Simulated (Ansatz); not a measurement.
Gas-phase reaction in SMILES: N[SiH2]N + H+ -> N[SiH2][NH3+]
Structures are relaxed separately at B3LYP-D3(BJ)/def2-TZVP in Ansatz (a first-principles code), one conformer each, not searched for the lowest. Frequencies are from Ansatz.

Property: proton affinity (0 K, with B3LYP-D3(BJ) harmonic zero-point energies), positive where the reaction releases energy, in kcal/mol. Cores are frozen in the correlated levels unless marked. No spin-orbit coupling. No relativistic terms. Basis-set limits of correlation are two-point, X^-3; Hartree-Fock from the larger set.

```tsv
level	program	proton affinity (kcal/mol)
HF/6-31G*	Ansatz	221.0
BHLYP/def2-TZVPD	Ansatz	215.1
r2SCANh/def2-TZVPD	Ansatz	214.5
CAM-B3LYP/def2-TZVPD	Ansatz	212.3
B2PLYP-D3(BJ)/def2-TZVPD	Ansatz + dftd3	213.6
CCSD(T) with core electrons (1s frozen past Ne)/cc-pwCVTZ	Ansatz	216.8
CCSD(T)/CBS(cc-pV(T+d)Z,cc-pV(Q+d)Z)	Ansatz	213.9
```
